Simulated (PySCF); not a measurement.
Computed IR spectrum (relative IR intensity) of a molecule C3H2FNS. Coordinates come from a PBE-D3(BJ)/def2-SVP optimisation. The values are those of a single conformer. All values below come from PySCF 2.14.0 with PBE-D3(BJ)/def2-SVP. Frequencies are harmonic and unscaled.

```
ν (cm⁻¹)  relative intensity
--------  ------------------
657                      2.8
668                      2.8
687                      3.2
769                       24
818                      4.1
868                      9.0
963                       13
1114                     6.1
1220                     3.6
1377                      42
1462                     7.5
1546                     100
3213                     3.4
```

**Question.** Which structure fits?
(A) Fc1cscn1
(B) Fc1nccs1
(C) Fc1cncs1

**Answer.** A, Fc1cscn1
